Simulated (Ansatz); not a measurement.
```yaml
crystal:
  periodic: [false, false, false]
  atoms:
    - {symbol: F, position_ang: [0.571704, 0.610177, 2.267821]}
    - {symbol: C, position_ang: [0.177190, 0.192421, 1.061957]}
    - {symbol: C, position_ang: [-0.767206, -0.715395, 0.804317]}
    - {symbol: Ge, position_ang: [-0.455200, -0.484797, -1.094739]}
    - {symbol: C, position_ang: [0.808600, 0.750953, -0.173583]}
    - {symbol: H, position_ang: [-1.373015, -1.267381, 1.508435]}
    - {symbol: H, position_ang: [-1.569277, 0.172470, -1.924169]}
    - {symbol: H, position_ang: [0.174661, -1.658993, -1.860033]}
    - {symbol: H, position_ang: [0.642937, 1.820129, -0.315961]}
    - {symbol: H, position_ang: [1.872605, 0.529117, -0.271144]}
basis:
  gaussian: {orbitals: def2-SVP, point_charges: [{charge: -1.00, position_ang: [4.782, -0.034, 0.129]}]}
hamiltonian: {xc: {name: BHLYP}, dispersion: d3bjatm}
scf: {lower_state_search: off}
output: {forces: true}
```

```sh
$ ansatz run in.yaml --threads 4 --pin off --events-out ev --progress --plain --max-ram 10444MiB
```

Shortened log:

```
Functional definition: BHLYP
1141 factors; integrals over basis functions are off by at most 1.4e-3 eV
mean field evaluation 1: about -62406.3659 eV, gradient 4.3e1 eV
mean field evaluation 2: about -62407.0304 eV, gradient 3.9e1 eV
mean field evaluation 4: about -62410.7235 eV, gradient 2.3e0 eV
mean field evaluation 8: about -62411.0830 eV, gradient 5.2e-1 eV
mean field evaluation 16: about -62411.0836 eV, gradient 2.9e-4 eV
mean field -62411.08362587 eV, -2293.5650194988 hartree, gradient 7.4e-6 eV, S^2 0.000000; 0 other end points of the search recorded, 0 dependent functions left out
reference -62411.08378494 eV, -2293.5650253446 hartree; 32, 32 occupied and 81, 81 virtual orbitals, 1141 factors
Total energy: -62411.38702919 eV, -2293.5761693653 hartree
Atom 0 at     0.571704     0.610177     2.267821 Å, force    -0.295293    -0.230793    -0.525089 eV/Å
Atom 1 at     0.177190     0.192421     1.061957 Å, force     0.303708     0.293301     0.572101 eV/Å
Atom 2 at    -0.767206    -0.715395     0.804317 Å, force    -0.081649     0.074773    -0.080143 eV/Å
Atom 3 at    -0.455200    -0.484797    -1.094739 Å, force     0.353952     0.038359     0.002051 eV/Å
Atom 4 at     0.808600     0.750953    -0.173583 Å, force    -0.164684    -0.179852    -0.096986 eV/Å
Atom 5 at    -1.373015    -1.267381     1.508435 Å, force     0.028885    -0.040986     0.081541 eV/Å
Atom 6 at    -1.569277     0.172470    -1.924169 Å, force    -0.033462    -0.061413    -0.007353 eV/Å
Atom 7 at     0.174661    -1.658993    -1.860033 Å, force    -0.148348     0.076112     0.014539 eV/Å
Atom 8 at     0.642937     1.820129    -0.315961 Å, force    -0.020209     0.059076     0.042000 eV/Å
Atom 9 at     1.872605     0.529117    -0.271144 Å, force     0.243995    -0.060758     0.058918 eV/Å
Dipole moment:     0.287002     0.013883    -0.263628 e Å
Checks for a lower state left out: stability, starts, cluster_reference, orbital_swaps, neighbouring_geometries, increment
```

Run time 1.4 s (4 threads of an Arm Neoverse V1 on a shared host); peak host memory 0.21 GiB.
